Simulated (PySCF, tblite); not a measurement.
C4H11BO2.
Z-matrix (Å and degrees, GFN2-xTB geometry), rows numbered from 1:
```
C 
C   1  1.5225
C   2  1.5272  1  111.69
O   3  1.4091  2  109.28  1   178.90
B   4  1.3615  3  124.52  2   169.76
C   5  1.5945  4  124.69  3    -0.90
O   5  1.3525  4  116.35  3   179.29
H   1  1.0869  2  110.32  3  -179.66
H   1  1.0875  2  110.62  3   -59.67
H   1  1.0875  2  110.60  3    60.35
H   2  1.0914  1  110.04  3  -120.66
H   2  1.0913  1  110.10  3   120.69
H   3  1.0972  2  110.05  1   -60.01
H   3  1.0983  2  109.95  1    58.77
H   6  1.0878  5  111.53  4    53.84
H   6  1.0848  5  111.08  4   174.65
H   6  1.0882  5  111.04  4   -65.39
H   7  0.9581  5  113.82  4     0.07
```

Jobs on this species (18 atoms, 56 electrons) with PySCF (density fitting) and tblite. Hardware of each: an Arm Neoverse V1 with one thread (shared host). The host was shared with other jobs, so the times are rough.

```
level and settings                                                               work  basis functions  SCF cycles  wall time
     PBE0/pcSseg-1                            shieldings, charges and field gradients              174           ?          ?
          GFN2-xTB                                      Hessian by finite differences                –           –     0.53 s
          GFN2-xTB                                                  L-BFGS relaxation                –           –     0.51 s
   B3LYP/def2-SVPD  8 singlets by full TDDFT, 3 Tamm–Dancoff triplets, polarisability              234           ?          ?
```

Problem. Fill in the missing figures.

Solution. 
- PBE0/pcSseg-1; shieldings, charges and field gradients: 26 s, 13 SCF cycles
- B3LYP/def2-SVPD; 8 singlets by full TDDFT, 3 Tamm–Dancoff triplets, polarisability: 55 s, 12 SCF cycles

Problem. What do all jobs in the table cost together?

Solution. About 82 s; the longest takes about 67 % of that, and about 110 times as long as the shortest.
